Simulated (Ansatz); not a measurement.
Reaction (atomization): `[BH2][SnH2][BH]F` → 2 B• + F• + 5 H• + Sn•

Gas-phase electronic energies from Ansatz, PBE0-D4/def2-TZVP geometries. CCSD(T)/CBS adds triple-zeta CCSD(T) − MP2 to the extrapolated MP2 energy (def2 sets, frozen cores). This one scheme is used for every species, atoms too. DFT in def2-TZVPP. Open shells (•) are unrestricted, without spin–orbit coupling. Spin–orbit coupling would lower the free atoms: a little for B, F; strongly for Sn. Elements past krypton have def2 core potentials. For Sn outer-core shells are correlated without core-valence functions, so the limit isn't a true one: a few kJ/mol of doubt a bond, and 10 to 20 or more in all where bonds break to atoms. One conformer a species, not always the lowest.

CCSD(T)/CBS gives +655.8 kcal/mol.

**Question.** Another level gave +660.1 kcal/mol. Which?
A. ωB97X-V/def2-TZVPP
B. B97M-V/def2-TZVPP
C. r2SCAN0-D4/def2-TZVPP
D. r2SCAN0/def2-TZVPP

**Answer.** A. ωB97X-V 660.1, B97M-V 663.9, r2SCAN0 650.1, r2SCAN0-D4 651.1 kcal/mol.

Largest T1 diagnostic among the species: 0.015.

From BLYP to BHLYP (50 % exact exchange), in def2-TZVPP and without D4, ΔE moves by −5.0 kcal/mol: exact exchange takes away binding that semilocal exchange gives to molecules. Leaving LDA and LC-ωPBE aside and taking each functional with its dispersion term where it has one, the values, not all of them listed here, spread over 19.8 kcal/mol, from revPBE-D4 to B97M-V. LDA lies +86.5 kcal/mol from PBE without D4, its usual overbinding.

For atomizations the MP2-based limit and the directly extrapolated one differ by several kJ/mol either way, and by 10 to 25 for some Ge, Se and Sn compounds, so smaller differences from it don't rank the levels.
